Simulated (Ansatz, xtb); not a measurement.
Relative energy of two structures of CH4InN

We compare X, `C[NH][In]`, a singlet, with Y, a singlet given by its coordinates. Both are isolated molecules in the gas phase, relaxed with PBE0-D3(BJ)/def2-SVP.

X (Å):

```yaml
atoms:
  - { symbol: C, position_ang: [0.0122, -0.1040, 0.6661] }
  - { symbol: In, position_ang: [1.7910, -2.2831, -0.8511] }
  - { symbol: N, position_ang: [0.1796, -1.0022, -0.4457] }
  - { symbol: H, position_ang: [0.8851, -0.1573, 1.3415] }
  - { symbol: H, position_ang: [-0.0785, 0.9612, 0.3695] }
  - { symbol: H, position_ang: [-0.6179, -0.9643, -1.0780] }
  - { symbol: H, position_ang: [-0.8732, -0.3317, 1.2945] }
```

Y (Å):

```xyz
7

C    -1.1758    0.2423    0.8497
In   -1.0626    1.5351   -1.0342
N    -0.7965    1.5140    1.4961
H    -0.0821    1.4436    2.2193
H    -1.5969    1.9860    1.9099
H    -0.3141   -0.4442    0.8605
H    -2.0331   -0.2704    1.3158
```

Close contacts (Å): C1–In2 2.29, C1–N3 1.48, In2–N3 2.54, C1–H6 1.10, C1–H7 1.10, N3–H4 1.02, N3–H5 1.02.

**Question.** Estimate E(Y) − E(X) at the level CCSD(T)/def2-TZVP.

**Answer.** Calculated at CCSD(T)/def2-TZVP: E(Y) − E(X) = +74.9 kJ/mol, so structure X lies lower.

How the difference moves with the method:

| level | geometry | E(Y) − E(X) (kJ/mol) | departure from the last row (kJ/mol) | job, with rough time for the two |
| --- | --- | --- | --- | --- |
| GFN2-xTB | GFN2-xTB | +96.9 | +22.0 | optimisation, 0.17 s |
| HF/STO-3G | GFN2-xTB | +105.5 | +30.6 | single point, 0.84 s |
| r2SCAN-D4/def2-SVP | GFN2-xTB | +78.7 | +3.8 | single point, 4.1 s |
| PBE0-D3(BJ)/def2-SVP | PBE0-D3(BJ)/def2-SVP | +68.8 | −6.1 | optimisation, 34 s |
| HF/def2-TZVP | PBE0-D3(BJ)/def2-SVP | +82.7 | +7.7 | part of the CCSD(T) run |
| MP2/def2-TZVP | PBE0-D3(BJ)/def2-SVP | +75.9 | +1.0 | part of the CCSD(T) run |
| CCSD(T)/def2-TZVP | PBE0-D3(BJ)/def2-SVP | +74.9 |  | single point, 75 s |

None of the levels shown reverses the order. The largest departure from CCSD(T)/def2-TZVP is that of HF/STO-3G, 30.6 kJ/mol.

With harmonic frequencies from PBE0-D3(BJ)/def2-SVP (ideal gas, rigid rotor, one conformer each, 298.15 K, 1 atm): the zero-point term adds 0.0 kJ/mol; ΔH is +74.6 and ΔG +75.7 kJ/mol.

The correlated steps freeze 6 core orbitals; the filled d shell of In is correlated, in a basis made for valence electrons. Atoms past krypton carry core potentials in the def2 sets, other sets are all-electron and non-relativistic, and no spin–orbit term is included. Mirror images aren't counted in ΔG. Programs: Ansatz 0.2.0, xtb 6.7.1; the last row on 1 thread of Arm Neoverse V2 on a shared host.
